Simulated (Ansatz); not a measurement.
One change: `[NH2][Ta](=[S])([Cl])[Cl]` becomes `[NH2][Ta]([F])(=[S])[Cl]`.

Ansatz, PBE0-D4/def2-TZVP geometries, multiplicity 1. Each molecule was computed in one conformer, which needn't be the lowest.

Elements past krypton have def2 core potentials.

```csv
property,`[NH2][Ta](=[S])([Cl])[Cl]`
zero-point energy (PBE0-D4/def2-TZVP) / kJ/mol,78.0
HOMO–LUMO gap (ωB97M-V/def2-TZVPP) / eV,9.68
LUMO energy (PBE0/def2-TZVPP) / eV,-2.33
HOMO energy (PBE0/def2-TZVPP) / eV,-7.88
LUMO energy (B3LYP/def2-TZVPP) / eV,-2.50
HOMO energy (ωB97M-V/def2-TZVPP) / eV,-9.94
```

Task: What does the change do to each property? (An estimate is asked.)

Result: Computed: 
```tsv
property	`[NH2][Ta]([F])(=[S])[Cl]`	shift
zero-point energy (PBE0-D4/def2-TZVP) / kJ/mol	80.2	2.2
HOMO–LUMO gap (ωB97M-V/def2-TZVPP) / eV	9.95	0.27
LUMO energy (PBE0/def2-TZVPP) / eV	-2.09	0.24
HOMO energy (PBE0/def2-TZVPP) / eV	-7.86	0.02
LUMO energy (B3LYP/def2-TZVPP) / eV	-2.27	0.23
HOMO energy (ωB97M-V/def2-TZVPP) / eV	-9.94	0.00
```

B3LYP here is the variant with VWN-RPA as its local correlation; programs differ in this.
